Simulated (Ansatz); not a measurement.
```yaml
crystal:
  periodic: [false, false, false]
  atoms:
    - {symbol: C, position_ang: [1.933486, -0.369766, -2.664961]}
    - {symbol: N, position_ang: [1.370643, -0.353211, -1.125363]}
    - {symbol: C, position_ang: [1.983407, -1.578644, -0.057552]}
    - {symbol: Sc, position_ang: [-0.155897, 0.732693, -0.637646]}
    - {symbol: Cl, position_ang: [-0.934641, 2.123177, -2.143275]}
    - {symbol: N, position_ang: [-1.169983, 0.754979, 0.940458]}
    - {symbol: C, position_ang: [-2.202979, 1.440839, 1.114673]}
    - {symbol: C, position_ang: [-1.213892, -0.277064, 1.740700]}
    - {symbol: H, position_ang: [2.781557, -0.172611, -2.495052]}
    - {symbol: H, position_ang: [1.320394, 0.295555, -3.054685]}
    - {symbol: H, position_ang: [1.794710, -1.605247, -3.067870]}
    - {symbol: H, position_ang: [1.409014, -1.695028, 0.453038]}
    - {symbol: H, position_ang: [2.896909, -1.190739, -0.309490]}
    - {symbol: H, position_ang: [1.889624, -2.273721, -0.560579]}
    - {symbol: H, position_ang: [-2.716932, 2.162351, 0.648344]}
    - {symbol: H, position_ang: [-2.766932, 1.862351, 0.348344]}
    - {symbol: H, position_ang: [-2.169677, 2.263128, 2.162935]}
    - {symbol: H, position_ang: [-0.727979, 0.401046, 3.133895]}
    - {symbol: H, position_ang: [-2.032508, -0.867694, 2.593832]}
    - {symbol: H, position_ang: [-0.149824, -0.878107, 2.162886]}
basis:
  gaussian: {orbitals: def2-TZVPP}
hamiltonian: {xc: {name: B2PLYP}}
accuracy: high
output: {forces: true}
```

```sh
$ ansatz run in.yaml --threads 4 --pin off --events-out ev --progress --plain --max-ram 46080MiB --backend cuda --devices 0, --max-vram 37GiB
```

It prints (some lines left out):

```
Functional definition: B2PLYP
8261 factors; integrals over basis functions are off by at most 1.9e-7 eV
mean field evaluation 1: about -40481.6493 eV, gradient 8.3e1 eV
mean field evaluation 2: about -40481.8810 eV, gradient 8.3e1 eV
mean field evaluation 4: about -40496.7117 eV, gradient 2.0e1 eV
mean field evaluation 8: about -40497.5069 eV, gradient 5.0e-1 eV
mean field evaluation 16: about -40497.5180 eV, gradient 1.5e-3 eV
mean field evaluation 32: about -40497.5180 eV, gradient 7.9e-8 eV
mean field -40497.51795070 eV, -1488.2563344846 hartree, gradient 7.9e-8 eV, S^2 0.000000; 0 other end points of the search recorded, 0 dependent functions left out
16 core orbitals not correlated: weight in the atoms' cores, before any rotation towards them, 1.000 or more for the frozen orbitals, at most 0.000 for the correlated occupied ones
reference -40497.51798871 eV, -1488.2563358815 hartree; 28, 28 occupied and 416, 416 virtual orbitals, 8261 factors
second order -56.40083615 eV of doubles, -0.00000000 eV of singles
Total energy: -40512.74621447 eV, -1488.8159628562 hartree
Atom 0 at     1.933486    -0.369766    -2.664961 Å, force   -10.230239    -9.821044     3.008516 eV/Å
Atom 1 at     1.370643    -0.353211    -1.125363 Å, force     0.329046    -2.063656    -0.538277 eV/Å
Atom 2 at     1.983407    -1.578644    -0.057552 Å, force    17.870412    15.634299   -15.321981 eV/Å
Atom 3 at    -0.155897     0.732693    -0.637646 Å, force     2.667955    -0.959247    -1.219243 eV/Å
Atom 4 at    -0.934641     2.123177    -2.143275 Å, force    -0.999472     1.662305    -1.854329 eV/Å
Atom 5 at    -1.169983     0.754979     0.940458 Å, force     3.215439    -2.498092    -2.476350 eV/Å
Atom 6 at    -2.202979     1.440839     1.114673 Å, force    -4.029514     2.832105    11.461992 eV/Å
Atom 7 at    -1.213892    -0.277064     1.740700 Å, force     3.944667    -5.991153    10.976981 eV/Å
Atom 8 at     2.781557    -0.172611    -2.495052 Å, force    11.979597     2.890817     1.079135 eV/Å
Atom 9 at     1.320394     0.295555    -3.054685 Å, force    -2.302643     2.806705    -2.661962 eV/Å
Atom 10 at     1.794710    -1.605247    -3.067870 Å, force     0.405985     3.986750     0.774038 eV/Å
Atom 11 at     1.409014    -1.695028     0.453038 Å, force   -19.071642    -2.322378    20.577210 eV/Å
Atom 12 at     2.896909    -1.190739    -0.309490 Å, force     2.711569     0.526277     2.224480 eV/Å
Atom 13 at     1.889624    -2.273721    -0.560579 Å, force    -1.109677   -12.280670    -9.259632 eV/Å
Atom 14 at    -2.716932     2.162351     0.648344 Å, force     3.989609    33.980253    26.068422 eV/Å
Atom 15 at    -2.766932     1.862351     0.348344 Å, force    -6.891161   -29.086954   -32.076970 eV/Å
Atom 16 at    -2.169677     2.263128     2.162935 Å, force    -0.388437    -2.302290    -2.914579 eV/Å
Atom 17 at    -0.727979     0.401046     3.133895 Å, force    -0.960863    -0.805972    -1.517301 eV/Å
Atom 18 at    -2.032508    -0.867694     2.593832 Å, force     1.357123     2.278052    -3.804867 eV/Å
Atom 19 at    -0.149824    -0.878107     2.162886 Å, force    -2.487750     1.533892    -2.525282 eV/Å
Dipole moment:     0.258813    -0.252743    -0.285790 e Å
```

In this input one atom was put on top of another. Self-consistency was reached. The result belongs to that input, not to the molecule as meant.
